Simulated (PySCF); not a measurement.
# One molecule, several mistakes: BGeH7NSi cation

Calculated results; nothing here was measured. They come from PySCF 2.14.0, an open-source quantum chemistry program, on an isolated molecule that a program drew, which may never have been made. The molecule is BGeH7NSi cation (charge +1, singlet), drawn as the SMILES string `NB[SiH2][GeH2+]`.

Each row is a Hartree-Fock (HF) and frozen-core CCSD(T) single point in the cc-pV(D+d)Z basis, meant for a local HF minimum. Run 1 is clean. Each other run has one planted mistake out of seven kinds, and not every kind appears here: one electron removed, one electron added, multiplicity raised by two, geometry at a saddle point, minimal basis STO-3G, one bond length entered in bohr, all coordinates scaled. The reference is restricted for singlets and unrestricted otherwise, and also for a bond in bohr. Adding or removing an electron swaps singlet and doublet. Electrons count all cores. HOMO and LUMO are orbital energies over both spins, the gradient is its largest component, and the lowest frequency (negative if imaginary) is given only where the gradient is small. Bond lengths are over the 10 bonds as drawn. T1 is the CCSD diagnostic: over 0.02 (restricted) or 0.045 (unrestricted) a single reference is doubtful. Germanium has the cc-pVDZ-PP basis, with a core potential (ECP10MDF) in place of its 10 inner electrons, and its 3s, 3p and 3d shells are frozen in CCSD(T).

Geometry of the clean run:
```xyz
11
BGeH7NSi cation, angstrom
N    -0.7351    1.2356    2.1139
B    -0.6587    0.7182    0.8455
Si   -0.4150   -1.3048    0.5520
Ge    1.5687   -1.5370   -0.8716
H    -0.8879    2.2132    2.2755
H    -0.6865    0.7035    2.9593
H    -0.7366    1.4241   -0.1168
H    -1.4080   -1.9527   -0.3286
H    -0.0629   -2.1653    1.6981
H     2.9568   -1.9617   -0.4060
H     1.5842   -1.2455   -2.3677
```

| run | electrons | basis functions | <S^2> | HOMO (eV) | LUMO (eV) | gradient (hartree/bohr) | lowest frequency (cm^-1) | mean bond (Å) | longest bond (Å) | T1 | HF (hartree) | CCSD(T) (hartree) | mistake |
|---|---|---|---|---|---|---|---|---|---|---|---|---|---|
| 1 | 64 | 109 | 0.000 | -15.37 | -5.36 | 1.1e-05 | 46 | 1.5083 | 2.453 | 0.0172 | -665.29822 | -665.80286 | no fault |
| 2 | 64 | 109 | 0.000 | -15.30 | -5.34 | 1.5e-02 | - | 1.5325 | 2.492 | 0.0175 | -665.29584 | -665.80276 | all coordinates scaled |
| 3 | 64 | 109 | 2.030 | -13.05 | -7.78 | 4.9e-02 | - | 1.5083 | 2.453 | 0.0235 | -665.19787 | -665.69678 | multiplicity raised by two |
| 4 | 64 | 109 | 0.661 | -13.16 | -5.41 | 2.0e-02 | - | 1.6147 | 2.453 | 0.0584 | -665.17674 | -665.68164 | one bond length entered in bohr |
| 5 | 65 | 109 | 0.768 | -6.98 | 1.83 | 2.3e-02 | - | 1.5083 | 2.453 | 0.0151 | -665.52424 | -666.04127 | ? |
| 6 | 63 | 109 | 0.771 | -21.35 | -12.77 | 8.8e-02 | - | 1.5083 | 2.453 | 0.0239 | -664.78176 | -665.26524 | ? |

**Which mistake was planted in run 5, and what did it cost?**

It counts 65 electrons, one more than the clean run, at the same geometry and basis. So the mistake is: one electron added. Subtracting run 1 and multiplying by 627.51 kcal/mol a hartree, the energy moved by -141.8 kcal/mol in HF and -149.6 kcal/mol in CCSD(T).

**Which mistake was planted in run 6, and what did it cost?**

It counts 63 electrons, one fewer than the clean run, at the same geometry and basis. So the mistake is: one electron removed. Subtracting run 1 and multiplying by 627.51 kcal/mol a hartree, the energy moved by 324.1 kcal/mol in HF and 337.4 kcal/mol in CCSD(T).

Cautions from the logs. Run 4: T1 is over the limit, so its CCSD(T) energy is less reliable.
